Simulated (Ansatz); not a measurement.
**Two structures, one formula**

Two isomers of C2HSe, doublet, relaxed at PBE0-D4/def2-TZVP (vibrations not checked).

A:

```tsv
atom	x (Å)	y (Å)	z (Å)
C1	0.6649	-0.1145	-0.3183
C2	-0.4547	0.1635	0.0793
Se3	-2.0745	0.5658	0.6545
H4	1.6421	-0.3573	-0.6653
```

B:

```tsv
atom	x (Å)	y (Å)	z (Å)
C1	-0.4761	0.7049	0.1275
C2	0.2559	-0.3783	-0.0600
Se3	-0.0478	0.2262	1.8817
H4	-1.0535	1.5123	-0.2925
```

Computed with Ansatz 0.2.0 (basis: def2-TZVPP); correlated methods freeze the cores; orbitals are unrestricted. Filled d shells of the heavier atoms are correlated. The def2 sets are not built for correlating such inner shells, so the correlated values are less sure here. B3LYP uses VWN-RPA correlation.

(1) Which structure is lower at CCSD(T), and by how much? (Judge from chemistry; the value comes from the calculation.)

T1 diagnostic: at most 0.027. ⟨S²⟩ of the unrestricted Hartree–Fock references: 0.77 to 0.92 (a pure state has 0.75). The unrestricted reference is spin-contaminated, which hurts MP2 most.

Results:

(1) Computed: A, by 1.140 eV (electronic energy, against the other). By their contacts, A is C₂HSe ([CH][C][Se]) and B is C₂HSe ([C]1[CH][Se]1).

All methods give the same order:

```tsv
method	E(B) − E(A) (eV)
PBE-D4	1.130
r2SCAN-D4	1.178
PBE0-D4	1.139
B3LYP-D4	1.267
wB97M-V	1.132
HF	1.443
MP2	0.941
CCSD	1.221
CCSD(T)	1.140
```

Labels in which every atom is bracketed show which atoms are joined, not bond orders.
